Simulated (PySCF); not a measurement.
C5H12Si.
Bonds: C1–C2 (double), C2–Si3, Si3–C4, C4–C5, C5–C6. Hydrogens: H7, H8 on C1; H9 on C2; H10, H11 on Si3; H12, H13 on C4; H14, H15 on C5; H16, H17, H18 on C6.

The same species was optimised twice, with GFN2-xTB and with PBE0-D3(BJ)/def2-SVP (PySCF), and the same property calculations (PySCF, gas phase) were run on both structures.

```
      coordinate  GFN2-xTB  PBE0-D3(BJ)/def2-SVP  change
      Si3–C4 (Å)     1.905                 1.886  -0.019
       C1=C2 (Å)     1.323                 1.338  +0.015
      C2–Si3 (Å)     1.883                 1.871  -0.012
       C5–C6 (Å)     1.525                 1.522  -0.003
       C4–C5 (Å)     1.526                 1.528  +0.002
   C2–Si3–C4 (°)     108.7                 111.4    +2.7
   Si3–C4–C5 (°)     113.0                 114.5    +1.5
    C4–C5–C6 (°)     112.1                 113.4    +1.3
   C1–C2–Si3 (°)     125.0                 124.0    -1.0
C1–C2–Si3–C4 (°)       127                   123      -4
C2–Si3–C4–C5 (°)       179                   179       0
Si3–C4–C5–C6 (°)       179                   180      +1
```

Rotational constants: A = 9445, B = 1002, C = 957.3 MHz (GFN2-xTB) against A = 9525, B = 992.1, C = 953.5 MHz (PBE0-D3(BJ)/def2-SVP). Point groups within 0.08 Å: C1 and C1.

On the GFN2-xTB structure: lowest triplet, Tamm–Dancoff (eV) 4.36 [CAM-B3LYP/def2-SVPD]; isotropic polarisability (au) 89.2 [CAM-B3LYP/def2-SVPD]; HOMO (eV) -9.05 [CAM-B3LYP/def2-SVPD]; LUMO (eV) 0.90 [CAM-B3LYP/def2-SVPD]; dipole (D) 0.51 [CAM-B3LYP/def2-SVPD]; HOMO (eV) -7.73 [PBE0/pcSseg-1]; LUMO (eV) -0.17 [PBE0/pcSseg-1]; dipole (D) 0.53 [PBE0/pcSseg-1]; GIAO shielding of C1 (ppm) 44.8 [PBE0/pcSseg-1]; GIAO shielding of C2 (ppm) 44.6 [PBE0/pcSseg-1]; GIAO shielding of Si3 (ppm) 386.3 [PBE0/pcSseg-1]; GIAO shielding of C4 (ppm) 168.3 [PBE0/pcSseg-1]; GIAO shielding of C5 (ppm) 163.9 [PBE0/pcSseg-1]; GIAO shielding of C6 (ppm) 165.5 [PBE0/pcSseg-1].

What do these properties become on the PBE0-D3(BJ)/def2-SVP structure?

| property | level | on GFN2-xTB | on PBE0-D3(BJ)/def2-SVP | change |
| --- | --- | --- | --- | --- |
| lowest triplet, Tamm–Dancoff (eV) | CAM-B3LYP/def2-SVPD | 4.36 | 4.21 | -0.15 |
| isotropic polarisability (au) | CAM-B3LYP/def2-SVPD | 89.2 | 90.9 | +1.7 |
| HOMO (eV) | CAM-B3LYP/def2-SVPD | -9.05 | -9.06 | -0.01 |
| LUMO (eV) | CAM-B3LYP/def2-SVPD | 0.90 | 0.76 | -0.14 |
| dipole (D) | CAM-B3LYP/def2-SVPD | 0.51 | 0.68 | +0.17 |
| energy, GFN2-xTB geometry as zero (kcal/mol) | CAM-B3LYP/def2-SVPD | 0.0 | -1.3 | -1.3 |
| HOMO (eV) | PBE0/pcSseg-1 | -7.73 | -7.74 | -0.01 |
| LUMO (eV) | PBE0/pcSseg-1 | -0.17 | -0.33 | -0.16 |
| dipole (D) | PBE0/pcSseg-1 | 0.53 | 0.71 | +0.18 |
| energy, GFN2-xTB geometry as zero (kcal/mol) | PBE0/pcSseg-1 | 0.0 | -1.2 | -1.2 |
| GIAO shielding of C1 (ppm) | PBE0/pcSseg-1 | 44.8 | 39.4 | -5.4 |
| GIAO shielding of C2 (ppm) | PBE0/pcSseg-1 | 44.6 | 42.5 | -2.1 |
| GIAO shielding of Si3 (ppm) | PBE0/pcSseg-1 | 386.3 | 382.4 | -3.9 |
| GIAO shielding of C4 (ppm) | PBE0/pcSseg-1 | 168.3 | 168.3 | 0.0 |
| GIAO shielding of C5 (ppm) | PBE0/pcSseg-1 | 163.9 | 162.9 | -1.0 |
| GIAO shielding of C6 (ppm) | PBE0/pcSseg-1 | 165.5 | 164.0 | -1.5 |

The heavy atoms differ by 0.030 Å rms after alignment. Among bonds between heavy atoms Si3–C4 changes most (-0.019 Å). Changes are differences of the printed values. Neither structure is proved a minimum here.

Conformer computed: `[CH2:1]=[CH:2][SiH2:3][CH2:4][CH2:5][CH3:6]`: C1–C2–Si3–C4 123°, C2–Si3–C4–C5 179°, Si3–C4–C5–C6 180°.
